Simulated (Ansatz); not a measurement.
C4H3F3 can be A, `F/C=C\C=C(F)F`, or B, `FC1=CC(F)(F)C1`.

Program: Ansatz. Geometries: PBE0-D4/def2-TZVP. ΔE: electronic, gas phase. CCSD(T)/CBS adds triple-zeta CCSD(T) − MP2 to the extrapolated MP2 energy (def2 sets, frozen cores). DFT in def2-TZVPP. One conformer a species, not always the lowest.

A:

Z-matrix (Å, degrees):
```
C
C 1 1.327
F 1 1.338 2 122.0
H 1 1.082 2 125.3 3 180.0
C 2 1.442 1 124.3 3 -0.0
H 2 1.083 1 116.6 3 180.0
C 5 1.325 2 123.1 1 180.0
H 5 1.081 2 120.0 1 -0.0
F 7 1.314 5 125.2 2 -0.0
F 7 1.311 5 124.7 2 -180.0
```

B:

```xyz
10

F     1.3932   -1.2168    1.5383
C     0.5923   -0.5046    0.7837
C    -0.3226    0.4219    1.0525
C    -0.6038    0.5533   -0.4142
F    -1.8577    0.2272   -0.8078
F    -0.3420    1.7648   -0.9600
C     0.4655   -0.5296   -0.7084
H    -0.7212    0.9020    1.9327
H     0.0688   -1.4480   -1.1441
H     1.3274   -0.1702   -1.2727
```

(1) Which isomer does CCSD(T)/CBS put lower? Give the gap. (Estimate.)

(2) Give E(B) − E(A) in kJ/mol with PBE0-D4, BLYP-D4, CCSD(T)/def2-SVP, r2SCAN-D4, ωB97M-V, CCSD/def2-TZVPP, HF/def2-TZVPP. (Estimate.)

(3) Does the order hold for the free energy at 298.15 K (harmonic terms from PBE0-D4)? (Estimate.)

Largest T1 diagnostic: 0.013.

Results:

(1) Ansatz gave: A, by 4.2 kJ/mol.

(2) Ansatz gave: PBE0-D4 2.6, BLYP-D4 39.7, CCSD(T)/def2-SVP 13.3, r2SCAN-D4 17.7, ωB97M-V 2.0, CCSD/def2-TZVPP 4.9, HF/def2-TZVPP 12.9. None reverses the order clearly.

(3) Ansatz gave: Yes: G(B) − G(A) = +10.0 kJ/mol, for one conformer each.

At CCSD(T), def2-SVP lies +9.0 kJ/mol from the extrapolated value and def2-TZVPP +2.7 kJ/mol. From r2SCAN to r2SCAN0 (25 % exact exchange), in def2-TZVPP and without D4, E(B) − E(A) moves by −11.8 kJ/mol.
